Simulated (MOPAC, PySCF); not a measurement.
H₂F₂Si₂, SMILES `F/[SiH]=[SiH]/F`, neutral singlet in the gas phase. 

Z-matrix (Å, degrees):
```
Si
F 1 1.6072
H 1 1.4918 2 106.24
Si 1 2.2463 3 116.40 2 -127.71
F 4 1.6073 1 113.68 3 -56.05
H 4 1.4918 5 106.23 1 129.29
```
Charge 0, spin multiplicity 1.

All levels are single points at this geometry (r2SCAN-D4/def2-TZVP); Pople sets use spherical d functions. Orbital energies aren't observables, and empty levels follow the basis.

SVWN5/6-31G* in PySCF gives gap (eV) = 2.17.

Task: Estimate the gap (eV) from each of these levels: r2SCAN-D4/def2-TZVP in PySCF; PBE/6-31G* in PySCF; HF/3-21G in PySCF; AM1 in MOPAC; PM7 in MOPAC.

Result: 
```csv
level,gap (eV)
r2SCAN-D4/def2-TZVP in PySCF,2.40
PBE/6-31G* in PySCF,2.19
HF/3-21G in PySCF,8.34
AM1 in MOPAC,5.91
PM7 in MOPAC,5.80
```
